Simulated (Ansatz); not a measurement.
The pair A = boric acid (SMILES OB(O)O) (first 7 atoms), B = NH3 (SMILES N); geometry from B3LYP-D3(BJ)/def2-TZVP.
(charge 0, multiplicity 1):
```xyz
11

O     -0.002    -0.572    -1.198
B     -0.155    -0.196     0.110
O     -1.361     0.383     0.478
O      0.878    -0.412     0.966
H     -0.787    -0.377    -1.718
H     -1.398     0.621     1.408
H      0.698    -0.119     1.881
N      0.402     0.436     3.691
H      0.303     1.429     3.871
H     -0.311    -0.047     4.227
H      1.301     0.153     4.068
```

Frozen-core correlation.

Codes used: Ansatz (a program for electronic structure) with Gaussian orbitals. Each number belongs to the level named beside it.

Total energies (hartree), monomers frozen at their geometry in the pair:

| structure | HF/aug-cc-pVDZ | B3LYP/def2-TZVPPD | CCSD(T)/aug-cc-pVDZ |
|---|---|---|---|
| AB | -307.4451897 | -309.2167507 | -308.3872818 |
| A in the pair's basis | -251.2280256 | -252.6125327 | -251.9463946 |
| B in the pair's basis | -56.2059891 | -56.5905010 | -56.4270002 |
| A | -251.2278035 | -252.6124855 | -251.9454673 |
| B | -56.2052912 | -56.5902810 | -56.4252863 |

Question: Work out the interaction energy without and with the counterpoise correction, and the superposition error, for each level.

Answer: 
E(AB) − E(A) − E(B), times 627.509 kcal/mol, with the monomers in their own basis and then in the pair's basis:
- HF/aug-cc-pVDZ: -7.59 uncorrected, -7.01 corrected; the monomers gain 0.58 kcal/mol from borrowed functions
- B3LYP/def2-TZVPPD: -8.78 uncorrected, -8.61 corrected; the monomers gain 0.17 kcal/mol from borrowed functions
- CCSD(T)/aug-cc-pVDZ: -10.37 uncorrected, -8.71 corrected; the monomers gain 1.66 kcal/mol from borrowed functions
